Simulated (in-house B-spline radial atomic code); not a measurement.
**RPA and G0W0 on PBE0: Sr II (Sr+)**

Configuration [Kr] 5s1, highest spin, mean-field start PBE0. Computed with an all-electron radial atomic-structure program (B-spline basis): all electrons, scalar-relativistic (spin-free one-electron X2C), finite nucleus, each spin shell either full or empty, empty states to l = 9 with an (l + 1/2)⁻⁴ tail; G0W0 by contour deformation at full frequency.

RPA overbinds a lone outer s electron by self-correlation, and G0W0 tends to as well.

Command:
```bash
python run_gw.py task.json out
```
Settings (radii: box in bohr, nucleus in fm):
```
Z                        38
electrons                37
configuration            [Kr] 5s1
hamiltonian              x2c
method                   pbe0
lmax                     9
rms_radius               4.224
spin_polarised           True
box_radius               23.78
intervals                71
ion_configuration        [Ar] 3d10 4s2 4p6
```

Run time, properties included: 10 s on 1 thread of Arm Neoverse N1, on a shared host.

Energies (hartree):

| term | value |
| --- | --- |
| mean-field total | -3178.77177 |
| Hartree-Fock functional on these orbitals | -3177.16743 |
| direct second order | -3.0385 |
| second-order exchange | 0.88047 |
| SOSEX correction | 0.81455 |

(1) What is the RPA correlation energy, and what remains with SOSEX?

Quasi-particle levels (eV):

| level | occupied | mean field | Σx - vxc | Σc | QP weight | G0W0 |
| --- | --- | --- | --- | --- | --- | --- |
| 5s up | yes | -9.232 | -1.21 | ? | ? | ? |
| 5s down | no | -6.942 | 2.81 | -1.70 | 0.869 | -5.835 |

G0W0 = mean field + (Σx - vxc) + Σc, with Σc (partial-wave tail included) taken at the quasi-particle energy. Only the outer levels were computed. Levels of low weight are left out.

(2) Where does G0W0 put 5s up?

(3) What does it cost to remove one electron (to [Ar] 3d10 4s2 4p6) by differences of total energies, each species on its own start (correlation terms add to the Hartree-Fock functional)?

Answers

(1) RPA gives -2.6658 hartree (-1.96 eV per electron); RPA + SOSEX gives -1.8513, and the second-order doubles -2.158 hartree (no singles). SOSEX takes back 31 % of the RPA value.

(2) At -11.458 eV, with Σc = -1.01 eV and a quasi-particle weight of 0.928. The tabulated removal energy is 11.030 eV (NIST, measured); the calculation leaves out spin-orbit coupling, Breit and QED terms, and what these don't explain is the method's own error.

(3) PBE0 11.062 eV, Hartree-Fock functional 10.421 eV, + RPA 11.404 eV, + RPA + SOSEX 10.930 eV, + second order 11.300 eV. Tabulated: 11.030 eV (NIST, measured); the calculation leaves out spin-orbit coupling, Breit and QED terms, and what these don't explain is the method's own error.
